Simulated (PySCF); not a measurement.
# Correlation energy of La³⁺ (lanthanum, charge +3)

[Xe], closed-shell 1S. All numbers are calculated (PySCF 2.14, scalar relativity by spin-free X2C-1e, in x2c-TZVPPall with one added diffuse shell each of s, p, d type (12s8p8d3f1g, 106 functions)). Frozen: [Ar] 3d10; 26 electrons correlated.

MP2 pair energies summed by pair of shells (mhartree):

```json
{"pair": "4d-4d", "energy": "-284.13", "share (%)": "42.7"}
{"pair": "4d-5p", "energy": "-137.44", "share (%)": "20.7"}
{"pair": "5p-5p", "energy": "-108.45", "share (%)": "16.3"}
{"pair": "5s-5p", "energy": "-25.56", "share (%)": "3.8"}
{"pair": "4p-4d", "energy": "-25.45", "share (%)": "3.8"}
{"pair": "4d-5s", "energy": "-23.91", "share (%)": "3.6"}
{"pair": "4p-4p", "energy": "-18.13", "share (%)": "2.7"}
{"pair": "4s-4d", "energy": "-17.09", "share (%)": "2.6"}
{"pair": "4p-5p", "energy": "-7.00", "share (%)": "1.1"}
{"pair": "4p-5s", "energy": "-6.50", "share (%)": "1.0"}
{"pair": "5s-5s", "energy": "-5.46", "share (%)": "0.8"}
{"pair": "4s-4p", "energy": "-2.58", "share (%)": "0.4"}
{"pair": "4s-4s", "energy": "-1.81", "share (%)": "0.3"}
{"pair": "4s-5p", "energy": "-1.10", "share (%)": "0.2"}
{"pair": "4s-5s", "energy": "-0.59", "share (%)": "0.1"}
```

Total MP2 correlation energy: -665.21 mhartree.

Same-spin part -243.80 and opposite-spin part -421.41 mhartree; SCS-MP2 scales them by 1/3 and 6/5 to -586.96 mhartree.

This basis was not built for core-valence correlation, so the inner-shell part is incomplete.
